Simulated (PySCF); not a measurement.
C$_{2}$H$_{7}$AlOS$_{2}$ (SMILES C[S][Al]([OH])[S]C), singlet, geometry from GFN2-xTB (such geometries of metal compounds can be far from the true shape), with bond 3-2 at 1.4 times its length; CASSCF(6,6)/STO-3G run with PySCF.

Input for PySCF:
```python
from pyscf import gto, scf, mcscf
import numpy

mol = gto.Mole()
mol.atom = '''
    Al    0.24929860    0.50359564    0.33072817
    O     0.49925912    2.06748894    0.75141722
    H     0.83515321    3.25267931    1.23964828
    S    -1.14297098    0.01127232   -1.32112901
    C    -1.69801924    1.67811222   -1.82293539
    H    -2.77649623    1.71876914   -1.70562166
    H    -1.43348934    1.81644122   -2.86668686
    H    -1.22372239    2.43808530   -1.21038401
    S     1.28537424   -1.12263495    1.39235625
    C     0.63593598   -2.59970974    0.51689376
    H     0.13618523   -3.22745756    1.24760639
    H     1.47940222   -3.12977021    0.08635956
    H    -0.06197039   -2.30538925   -0.26561714
'''
mol.basis = 'sto-3g'
mol.verbose = 4
mol.build()

mf = scf.RHF(mol)
mf.kernel()
mc = mcscf.CASSCF(mf, 6, 6)
mc.fix_spin_(ss=0.0)
mc.kernel()
occ = numpy.linalg.eigvalsh(mc.fcisolver.make_rdm1(mc.ci, mc.ncas, mc.nelecas))[::-1]
ss = mc.fcisolver.spin_square(mc.ci, mc.ncas, mc.nelecas)[0]
print('natural occupations', occ.round(4), ' <S^2>', round(ss, 4))
```

Q: Predict the main parts of the log of this PySCF run.

A: 
```
PySCF version 2.14.0

[INPUT] verbose = 4
[INPUT] num. atoms = 13
[INPUT] num. electrons = 72
[INPUT] charge = 0
[INPUT] spin (= nelec alpha-beta = 2S) = 0
[INPUT] symmetry False subgroup None
[INPUT] Mole.unit = angstrom
[INPUT] Symbol           X                Y                Z      unit          X                Y                Z       unit  Magmom
[...]
nuclear repulsion = 416.585253172445
number of shells = 31
number of NR pGTOs = 147
number of NR cGTOs = 49
basis = sto-3g
ecp = {}

******** <class 'pyscf.scf.hf.RHF'> ********
method = RHF
initial guess = minao
damping factor = 0
level_shift factor = 0
DIIS = <class 'pyscf.scf.diis.CDIIS'>
diis_start_cycle = 1
diis_space = 8
diis_damp = 0
SCF conv_tol = 1e-09
SCF conv_tol_grad = None
SCF max_cycles = 50
direct_scf = True
direct_scf_tol = 1e-13
Set gradient conv threshold to 3.16228e-05
Initial guess from minao.
init E= -1177.70203034227
[...]
cycle= 1 E= -1177.90235056401  delta_E= -0.2  |g|= 0.635  |ddm|= 4.34
[...]
cycle= 2 E= -1178.07504673606  delta_E= -0.173  |g|= 0.247  |ddm|= 1.29
[...]
cycle= 3 E= -1178.09556823982  delta_E= -0.0205  |g|= 0.0389  |ddm|= 0.357
[...]
cycle= 4 E= -1178.09642376993  delta_E= -0.000856  |g|= 0.00753  |ddm|= 0.0844
[...]
cycle= 5 E= -1178.09645560234  delta_E= -3.18e-05  |g|= 0.00171  |ddm|= 0.0164
[...]
cycle= 6 E= -1178.09645781508  delta_E= -2.21e-06  |g|= 0.000501  |ddm|= 0.00448
[...]
cycle= 7 E= -1178.09645810848  delta_E= -2.93e-07  |g|= 0.000168  |ddm|= 0.00177
[...]
cycle= 8 E= -1178.09645815178  delta_E= -4.33e-08  |g|= 7.72e-05  |ddm|= 0.000682
[...]
cycle= 9 E= -1178.09645816245  delta_E= -1.07e-08  |g|= 2.12e-05  |ddm|= 0.000427
[...]
cycle= 10 E= -1178.09645816314  delta_E= -6.94e-10  |g|= 4.66e-06  |ddm|= 0.000115
[...]
Extra cycle  E= -1178.09645816316  delta_E= -1.55e-11  |g|= 2.21e-06  |ddm|= 1.07e-05
converged SCF energy = -1178.09645816316

******** <class 'pyscf.mcscf.mc1step.CASSCF'> ********
CAS (3e+3e, 6o), ncore = 33, nvir = 10
max_cycle_macro = 50
max_cycle_micro = 4
conv_tol = 1e-07
conv_tol_grad = None
orbital rotation max_stepsize = 0.02
orbital rotation threshold for CI restart = 0.01
augmented hessian ah_max_cycle = 30
augmented hessian ah_conv_tol = 1e-12
augmented hessian ah_linear dependence = 1e-14
augmented hessian ah_level shift = 1e-08
augmented hessian ah_start_tol = 2.5
augmented hessian ah_start_cycle = 3
augmented hessian ah_grad_trust_region = 3
kf_trust_region = 3
kf_interval = 4
ci_response_space = 4
ci_grad_trust_region = 3
with_dep4 0
natorb = False
canonicalization = True
sorting_mo_energy = False
ao2mo_level = 2
internal_rotation = False
******** <class 'pyscf.fci.addons.SpinPenaltyFCISolver'> ********
max. cycles = 50
conv_tol = 1e-08
davidson only = True
linear dependence = 1e-12
level shift = 0.001
max iter space = 12
nroots = 1
pspace_size = 400
spin = None
CASCI E = -1178.10178545145  S^2 = 0.0000000
Set conv_tol_grad to 0.000316228
macro iter   1 ( 21 JK    4 micro), CASSCF E = -1178.10663507701  dE = -4.84962557e-03  S^2 = 0.0000000
               |grad[o]|=0.0133  |grad[c]|=0.0224  |ddm|=0.0254  |maxRot[o]|=0.187
macro iter   2 ( 21 JK    4 micro), CASSCF E = -1178.11063666784  dE = -4.00159083e-03  S^2 = 0.0000000
               |grad[o]|=0.0127  |grad[c]|=0.00997  |ddm|=0.0108  |maxRot[o]|=0.156
macro iter   3 ( 21 JK    4 micro), CASSCF E = -1178.11159306766  dE = -9.56399820e-04  S^2 = 0.0000000
               |grad[o]|=0.0103  |grad[c]|=0.006  |ddm|=0.0203  |maxRot[o]|=0.256
macro iter   4 ( 21 JK    4 micro), CASSCF E = -1178.11196787244  dE = -3.74804777e-04  S^2 = 0.0000000
               |grad[o]|=0.0077  |grad[c]|=0.0459  |ddm|=0.0372  |maxRot[o]|=0.228
macro iter   5 ( 21 JK    4 micro), CASSCF E = -1178.11255219498  dE = -5.84322541e-04  S^2 = 0.0000000
               |grad[o]|=0.00695  |grad[c]|=0.00604  |ddm|=0.00646  |maxRot[o]|=0.0502
macro iter   6 ( 21 JK    4 micro), CASSCF E = -1178.11281441712  dE = -2.62222136e-04  S^2 = 0.0000000
[...]
               |grad[o]|=0.00106  |grad[c]|=0.00544  |ddm|=0.00585  |maxRot[o]|=0.0769
macro iter  24 ( 21 JK    4 micro), CASSCF E = -1178.15978668763  dE =  3.44189616e-05  S^2 = 0.0000000
               |grad[o]|=0.00132  |grad[c]|=0.00847  |ddm|=0.00774  |maxRot[o]|=0.0408
macro iter  25 ( 19 JK    4 micro), CASSCF E = -1178.15989275940  dE = -1.06071771e-04  S^2 = 0.0000000
               |grad[o]|=0.00165  |grad[c]|=0.00161  |ddm|=0.00253  |maxRot[o]|=0.0444
macro iter  26 ( 21 JK    4 micro), CASSCF E = -1178.15990050957  dE = -7.75017429e-06  S^2 = 0.0000000
               |grad[o]|=0.00101  |grad[c]|=0.024  |ddm|=0.0165  |maxRot[o]|=0.0903
macro iter  27 ( 17 JK    4 micro), CASSCF E = -1178.16007342161  dE = -1.72912038e-04  S^2 = 0.0000000
               |grad[o]|=0.00255  |grad[c]|=0.0102  |ddm|=0.00638  |maxRot[o]|=0.0457
macro iter  28 (  7 JK    2 micro), CASSCF E = -1178.16012977402  dE = -5.63524100e-05  S^2 = 0.0000000
               |grad[o]|=0.00106  |grad[c]|=0.00724  |ddm|=0.00611  |maxRot[o]|=0.0548
macro iter  29 (  7 JK    2 micro), CASSCF E = -1178.16017464809  dE = -4.48740727e-05  S^2 = 0.0000000
               |grad[o]|=0.00147  |grad[c]|=0.00914  |ddm|=0.00638  |maxRot[o]|=0.0636
macro iter  30 (  7 JK    2 micro), CASSCF E = -1178.16020855167  dE = -3.39035780e-05  S^2 = 0.0000000
               |grad[o]|=0.0015  |grad[c]|=0.00962  |ddm|=0.00607  |maxRot[o]|=0.0667
macro iter  31 ( 10 JK    3 micro), CASSCF E = -1178.16022389548  dE = -1.53438089e-05  S^2 = 0.0000000
               |grad[o]|=0.00134  |grad[c]|=0.0168  |ddm|=0.00954  |maxRot[o]|=0.107
macro iter  32 (  9 JK    3 micro), CASSCF E = -1178.16022172313  dE =  2.17234583e-06  S^2 = 0.0000000
               |grad[o]|=0.00156  |grad[c]|=0.00476  |ddm|=0.00398  |maxRot[o]|= 0.05
macro iter  33 ( 21 JK    4 micro), CASSCF E = -1178.16021734839  dE =  4.37474546e-06  S^2 = 0.0000000
               |grad[o]|=0.000907  |grad[c]|=0.00173  |ddm|=0.00139  |maxRot[o]|=0.0439
macro iter  34 ( 25 JK    4 micro), CASSCF E = -1178.16022774449  dE = -1.03961008e-05  S^2 = 0.0000000
               |grad[o]|=0.000762  |grad[c]|=0.00041  |ddm|=0.000443  |maxRot[o]|=0.0169
macro iter  35 ( 20 JK    4 micro), CASSCF E = -1178.16022757206  dE =  1.72426553e-07  S^2 = 0.0000000
               |grad[o]|=0.000268  |grad[c]|=0.000385  |ddm|=0.000218  |maxRot[o]|=0.0134
macro iter  36 (  7 JK    1 micro), CASSCF E = -1178.16022941912  dE = -1.84706141e-06  S^2 = 0.0000000
               |grad[o]|=0.000155  |grad[c]|=0.000265  |ddm|=7.29e-05  |maxRot[o]|=0.00895
macro iter  37 (  6 JK    1 micro), CASSCF E = -1178.16023239579  dE = -2.97666679e-06  S^2 = 0.0000000
               |grad[o]|=0.000123  |grad[c]|=0.00113  |ddm|=0.000362  |maxRot[o]|=0.0239
macro iter  38 (  9 JK    2 micro), CASSCF E = -1178.16023206903  dE =  3.26763484e-07  S^2 = 0.0000000
               |grad[o]|=0.000124  |grad[c]|=0.000501  |ddm|=0.000559  |maxRot[o]|=0.015
macro iter  39 (  6 JK    1 micro), CASSCF E = -1178.16023305636  dE = -9.87338581e-07  S^2 = 0.0000000
               |grad[o]|=8.22e-05  |grad[c]|=0.00051  |ddm|=0.000268  |maxRot[o]|=0.0131
macro iter  40 (  4 JK    1 micro), CASSCF E = -1178.16023331108  dE = -2.54710812e-07  S^2 = 0.0000000
               |grad[o]|=0.000151  |grad[c]|=0.000209  |ddm|=0.000204  |maxRot[o]|=0.00861
macro iter  41 (  3 JK    1 micro), CASSCF E = -1178.16023332577  dE = -1.46935690e-08  S^2 = 0.0000000
               |grad[o]|=7.28e-05  |grad[c]|=7.56e-05  |ddm|=0.000112  |maxRot[o]|=0.000606
1-step CASSCF converged in  41 macro (683 JK 137 micro) steps
CASSCF canonicalization
Density matrix diagonal elements [1.97752453 1.91866355 1.98664778 0.06400943 0.00742822 0.04572648]
CASSCF energy = -1178.16023332577
CASCI E = -1178.16023332577  E(CI) = -8.93788830812991  S^2 = 0.0000000
natural occupations [1.9936 1.9778 1.9166 0.0825 0.0233 0.0061]  <S^2> 0.0
```
